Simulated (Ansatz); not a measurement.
Born–Oppenheimer molecular dynamics of CH$_{4}$Cl$_{2}$Sn (8 atoms, charge 0, multiplicity 1). It starts at the highest image of a converged band. Of that band: Neighbouring images differ by up to 2.2 eV, so the band resolves the path poorly. A vibrational analysis at the climbing image gives one clearly imaginary mode, 1075i cm⁻¹: a first-order saddle point.

Computed with RKS PBE/def2-SVP (Ansatz).

```json
{"ensemble": "NVE (velocity Verlet)", "time step": "0.5 fs", "steps asked": "200", "starting velocities drawn for": "300 K", "seed": "6990"}
```

First frame:

```xyz
8
Properties=species:S:1:pos:R:3
Sn -0.301 -0.037 0.592
H 0.764 0.026 1.925
C 2.118 0.022 0.436
H 2.412 -1.028 0.253
H 2.192 0.653 -0.472
H 2.699 0.479 1.260
Cl -0.611 1.867 -0.797
Cl -0.468 -1.980 -0.763
```

Question: How far do the bonds stretch over the last three quarters of this one trajectory? (Pairs bonded in most of those frames.)

Answer: 
```json
{"bond": "Sn1–H2", "mean (Å)": "1.861", "spread (Å)": "0.146", "shortest": "1.60", "longest": "2.10"}
{"bond": "Sn1–C3", "mean (Å)": "2.251", "spread (Å)": "0.179", "shortest": "1.97", "longest": "2.47"}
{"bond": "Sn1–Cl7", "mean (Å)": "2.434", "spread (Å)": "0.034", "shortest": "2.37", "longest": "2.48"}
{"bond": "Sn1–Cl8", "mean (Å)": "2.389", "spread (Å)": "0.017", "shortest": "2.37", "longest": "2.41"}
{"bond": "C3–H4", "mean (Å)": "1.109", "spread (Å)": "0.026", "shortest": "1.06", "longest": "1.16"}
{"bond": "C3–H5", "mean (Å)": "1.111", "spread (Å)": "0.023", "shortest": "1.07", "longest": "1.15"}
{"bond": "C3–H6", "mean (Å)": "1.110", "spread (Å)": "0.026", "shortest": "1.06", "longest": "1.16"}
```

Mean temperature of the second half: 1574 K. The conserved energy stayed within 0.21 meV per atom of its start (net change 0.027 meV per atom), so the integration is sound. The kinetic energy rose, since the run started high on the potential surface and went downhill. A run of 0.1 ps of so small a system gives no equilibrium averages. The orbitals stay closed-shell, which can raise the energy where a bond breaks towards radicals; this wasn't checked here.

Run time: 3 min on 2 threads of Intel(R) Xeon(R) 6975P-C (Granite Rapids), with other jobs on the host, peak memory 0.15 GiB.
